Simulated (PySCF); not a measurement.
**Steps of a relaxation of [Pr(SH)2]+**

[Pr(SH)2]+ (singlet in the valence; each metal's 4f electrons, 2 of them, lie in its core potential, out of spins and levels). PySCF 2.14.0, RKS PBE0, Pr lcecp-1-SVP with ECP48, S def2-SVP, H def2-SVP; non-relativistic Hamiltonian with scalar-relativistic core potentials where named; density fitting; no spin-orbit coupling. Origin of the start: template. Columns: position (Å) and force (eV/Å). Energies are counted from the last step; some of the 9 steps are shown. Forces carry noise of the integration grid, about 0.01 to 0.03 eV/Å.

Run from Python with OMP_NUM_THREADS=2. Where DIIS fails, smearing, a level shift and second-order steps follow.
It took 22 s on 2 threads of Arm Neoverse V1 (shared host), from the converged density of the start.

```xyz
5
step 0  E = 0.663 eV
Pr    0.0000    0.0000   -0.3533     0.00    0.00    0.78
S     2.5450    0.0000    0.7857    -1.76    0.12    0.02
H     3.3592   -0.3365   -0.2257     0.07   -0.09   -0.40
S    -2.5450    0.0000    0.7857     1.76   -0.12    0.02
H    -3.3592    0.3365   -0.2257    -0.07    0.09   -0.40
```

```xyz
5
step 3  E = 0.072 eV
Pr    0.0000    0.0000   -0.5502     0.00    0.00   -0.44
S     2.1744   -0.0781    0.8220     0.30   -0.07   -0.05
H     3.1155   -0.2537   -0.1636    -0.36    0.07    0.27
S    -2.1744    0.0781    0.8220    -0.30    0.07   -0.05
H    -3.1155    0.2537   -0.1636     0.36   -0.07    0.27
```

```xyz
5
step 5  E = 0.004 eV
Pr    0.0000    0.0000   -0.7690     0.00    0.00    0.18
S     2.0072   -0.0981    0.8556    -0.04   -0.01   -0.19
H     2.9834   -0.2260   -0.0877    -0.11    0.02    0.10
S    -2.0072    0.0981    0.8556     0.04    0.01   -0.19
H    -2.9834    0.2260   -0.0877     0.11   -0.02    0.10
```

Question: Where does the relaxation end?

Answer: It converges at step 8 in C2, nearly C2v:
```xyz
5
step 8  E = 0
Pr    0.0000    0.0000   -0.8087
S     1.9533   -0.0950    0.8568
H     2.9397   -0.2231   -0.0692
S    -1.9533    0.0950    0.8568
H    -2.9397    0.2231   -0.0692
```

Question: How did the contacts change?

Answer: 
```
    contact  start (Å)  end (Å)
Pr1–S2 (SH)      2.788    2.569
Pr1–S4 (SH)      2.788    2.569
```


An lcecp potential fixes the number of 4f electrons, so in runs with it no electron can move into or out of that shell.
